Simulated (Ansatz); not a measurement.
CH5FGeOSi can be A, `F[CH2][GeH]1[O][SiH2]1`, or B, `F[C@H]1O[Si@H]1[GeH3]`.

Program: Ansatz. Geometries: PBE0-D4/def2-TZVP. ΔE: electronic, gas phase. CCSD(T)/CBS adds triple-zeta CCSD(T) − MP2 to the extrapolated MP2 energy (def2 sets, frozen cores). Functionals use def2-TZVPP. B3LYP here is the variant with VWN-RPA as its local correlation; programs differ in this. For Ge outer-core shells are correlated without core-valence functions, which leaves a few kJ/mol of doubt a bond. Scalar relativity is left out up to krypton. One conformer a species, not always the lowest.

(1) Which isomer does CCSD(T)/CBS put lower? Give the gap. (Estimate.)

(2) Give E(B) − E(A) in kJ/mol with PBE0-D4, MP2/def2-TZVPP, CCSD/def2-TZVPP, ωB97M-V, CCSD(T)/def2-TZVPP, B2PLYP, B3LYP-D4. (An estimate is asked.)

Largest T1 diagnostic: 0.014.

Results:

(1) Computed: A, by 66.8 kJ/mol.

(2) Computed: PBE0-D4 51.6, MP2/def2-TZVPP 71.6, CCSD/def2-TZVPP 62.9, ωB97M-V 57.7, CCSD(T)/def2-TZVPP 63.2, B2PLYP 65.7, B3LYP-D4 60.3. None reverses the order clearly.
